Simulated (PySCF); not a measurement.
## Shifts of the heteroatoms

Geometry (Å), atoms numbered from 1 in this order:
```xyz
18

C    -3.130    0.594   -0.285
C    -2.216   -0.537    0.047
C    -0.932   -0.653   -0.252
C    -0.083    0.335   -0.992
O     1.178    0.511   -0.339
C     2.184   -0.287   -0.708
C     3.414   -0.007    0.116
O     2.109   -1.112   -1.580
H    -2.602    1.445   -0.705
H    -3.660    0.914    0.611
H    -3.876    0.262   -1.007
H    -2.693   -1.351    0.579
H    -0.393   -1.544    0.042
H     0.103   -0.030   -2.011
H    -0.533    1.328   -1.030
H     3.408   -0.667    0.982
H     3.409    1.022    0.461
H     4.304   -0.216   -0.471
```

- PBE0/pcSseg-1 with gauge-including orbitals
- geometry from GFN2-xTB
- run in PySCF
- non-relativistic Hamiltonian, no solvent, one computed conformer, fast rotation and ring inversion assumed for equivalent nuclei

Where does 17O resonate?

Answers


```csv
atoms,environment,σ (ppm),δ (ppm)
O8,ester carbonyl oxygen,-101.2,358.9
O5,ester alkoxy oxygen,120.0,157.4
```

Shieldings were converted by a linear fit to measured shifts: 17O (scatter 10.7 ppm rms, 12.2 ppm with the 3 outliers that the fit left out vs liquid water, solution or neat liquid). Occasional misses reach two or three times the rms, and more in compound classes unlike the fitted ones.

On a 600 MHz spectrometer 17O resonates near 81.3 MHz, so 1 ppm is 81.3 Hz.
